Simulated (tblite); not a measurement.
A tight-binding relaxation on `C=CC1(C(=O)F)CCC1`.

Computed with GFN2-xTB geometry optimisation, gas phase (tblite 0.8.0). Start geometry: from a force field or distance geometry. A driver script takes a list of jobs; this job's settings line and coordinates (Å) are shown.

Command:
```bash
OMP_NUM_THREADS=1 python probes_run.py task.json out
```

Input:
```
{"job": {"kind": "relax", "xc": "GFN2-xTB", "basis": "xTB"}, "charge": 0, "multiplicity": 1}
C      2.455600     0.055100    -0.455100
C      1.222700     0.245200    -0.986200
C      0.014200     0.291900    -0.105700
C     -0.138100     1.745200     0.511100
O     -0.437600     2.786700    -0.028200
F      0.079200     1.818900     1.840300
C     -1.279500    -0.237100    -0.835000
C     -1.663600    -0.916300     0.497800
C     -0.169500    -0.924900     0.861400
H      2.610700    -0.072600     0.615400
H      3.320000     0.034700    -1.098900
H      1.102200     0.380100    -2.046000
H     -1.991500     0.517700    -1.175900
H     -1.089200    -0.950800    -1.649600
H     -2.288200    -0.284800     1.150600
H     -2.140300    -1.903300     0.415400
H      0.042000    -0.733700     1.920000
H      0.342400    -1.845600     0.557000
```

Output:
```
step      E/eV     max force
  0    -770.52292    2.530
  1    -770.62681    3.193
  2    -770.73856    0.937
  3    -770.81303    1.211
  4    -770.86975    1.148
  5    -770.89728    0.371
  6    -770.91254    0.302
  7    -770.92020    0.364
  8    -770.92706    0.223
  9    -770.93016    0.128
... (52 lines left out)
 62    -771.02328    0.028
 63    -771.02338    0.025
 64    -771.02346    0.030
 65    -771.02352    0.020
 66    -771.02358    0.013
 67    -771.02361    0.016
 68    -771.02365    0.016
 69    -771.02369    0.017
 70    -771.02374    0.013
 71    -771.02376    0.010
```

«max force» is the largest atomic force in eV/Å.

Q: From which step on does the largest force stay under 0.1 eV/Å, and how much energy is left to gain from there?

A: From step 47 (0.098 eV/Å), 7.4 meV above the end.

In short: energy lowered by 11.5 kcal/mol over 71 steps; largest atomic force 0.010 eV/Å at the end.

Q: Where do the atoms end?

A: 0.322 Å rms from the input after alignment:
```
atom  x, y, z in Å
C1     2.4170   -0.0534   -0.4300
C2     1.2303    0.2413   -0.9272
C3    -0.0327    0.3019   -0.1105
C4    -0.1036    1.6988    0.4208
O5    -0.7707    2.6093    0.0760
F6     0.7911    1.8804    1.4391
C7    -1.3365   -0.1433   -0.7980
C8    -1.6441   -1.0530    0.4017
C9    -0.2471   -0.7768    0.9768
H10    2.5595   -0.2725    0.6151
H11    3.2961   -0.0833   -1.0499
H12    1.1021    0.4817   -1.9741
H13   -2.0470    0.6594   -0.9833
H14   -1.1574   -0.6871   -1.7226
H15   -2.4476   -0.6741    1.0287
H16   -1.8458   -2.0927    0.1567
H17   -0.2135   -0.4187    2.0034
H18    0.4413   -1.6117    0.8657
```

Time: 0.46 s of wall time. Hardware: an Arm Neoverse V1 with one thread (shared host).
Labels such as C1 count atoms from 1, the log's own numbers from 0.
